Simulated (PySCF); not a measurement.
Some computed properties have been withheld. Give your best values.

Species: C₈H₁₆N₂.
Atom-mapped SMILES: `[CH3:1][N:2]([CH:3]1[CH2:4][CH2:5]1)[N:6]1[CH2:7][CH2:8][CH2:9][CH2:10]1` (hydrogens: H11, H12, H13 on C1; H14 on C3; H15, H16 on C4; H17, H18 on C5; H19, H20 on C7; H21, H22 on C8; H23, H24 on C9; H25, H26 on C10)

Structure used (GFN2-xTB), in Å, numbered top down from 1:
```xyz
26
C8H16N2 angstrom
C     -0.7568   -1.7414   -1.0154
N     -0.8081   -0.4044   -0.4476
C     -1.7887   -0.2999    0.5916
C     -3.1533    0.1853    0.1986
C     -2.2353    1.0745    0.9783
N      0.4075    0.1768   -0.0614
C      1.3534   -0.5952    0.7334
C      2.6054    0.2893    0.7553
C      2.4218    1.2653   -0.4239
C      1.1792    0.7489   -1.1462
H     -0.5625   -2.5248   -0.2675
H     -1.7205   -1.9418   -1.4810
H      0.0149   -1.7815   -1.7822
H     -1.7337   -1.0556    1.3796
H     -4.0129   -0.2389    0.6949
H     -3.3107    0.4188   -0.8423
H     -1.7698    1.8972    0.4612
H     -2.4563    1.2693    2.0164
H      0.9419   -0.7708    1.7294
H      1.5873   -1.5699    0.2745
H      2.6768    0.8326    1.6958
H      3.5064   -0.3124    0.6427
H      2.2404    2.2728   -0.0531
H      3.2906    1.2913   -1.0789
H      0.6014    1.5355   -1.6312
H      1.4605    0.0016   -1.9079
```

```json
{"property": "point group of the GFN2-xTB geometry", "level": "GFN2-xTB", "value": "C1"}
{"property": "rotational constants A, B, C of the GFN2-xTB geometry", "level": "GFN2-xTB", "value": "?"}
{"property": "dipole moment", "level": "PBE0/pcSseg-1", "value": "?"}
{"property": "HOMO energy", "level": "PBE0/pcSseg-1", "value": "?"}
{"property": "LUMO energy", "level": "PBE0/pcSseg-1", "value": "1.38 eV"}
{"property": "13C chemical shifts (computed TMS as zero) by class", "level": "GIAO PBE0/pcSseg-1", "value": "?"}
{"property": "1H chemical shifts (computed TMS as zero) by class", "level": "GIAO PBE0/pcSseg-1", "value": "?"}
{"property": "isotropic shieldings of nuclei other than C and H, by class", "level": "GIAO PBE0/pcSseg-1", "value": "?"}
```

Electronic properties: PySCF, gas phase, density fitting. GFN2-xTB frequencies show an imaginary mode (21i cm⁻¹), so this geometry is no minimum at that level. NMR classes are plain means over equivalent atoms (diastereotopic ones count apart unless rotation or inversion swaps them), as if these changed places fast; in this geometry the members of some classes differ.

Q: The 13C chemical shifts (computed TMS as zero) by class?

A: 48.1 (C7/C10), 40.5 (C3), 32.4 (C1), 23.6 (C8/C9), 10.4 (C4/C5) ppm.

Q: The 1H chemical shifts (computed TMS as zero) by class?

A: 2.61 (H19/H20/H25/H26), 2.40 (H11/H12/H13), 1.92 (H14), 1.71 (H21/H22/H23/H24), 0.62 (H16/H17), 0.49 (H15/H18) ppm.

Q: The dipole moment?

A: 1.03 D.

Q: What are the rotational constants A, B, C of the GFN2-xTB geometry?

A: 2.519, 0.853, 0.786 GHz.

Q: The HOMO energy?

A: -6.01 eV.

Q: What are the isotropic shieldings of nuclei other than C and H, by class?

A: 153 (N6), 168 (N2) ppm.

In atomic units the dipole is 0.41 e·bohr (1 au = 2.5417 D). The rotational constants make it an asymmetric top with κ = (2B − A − C)/(A − C) = -0.92, nearer the prolate limit (−1).

One conformer stands for the species.
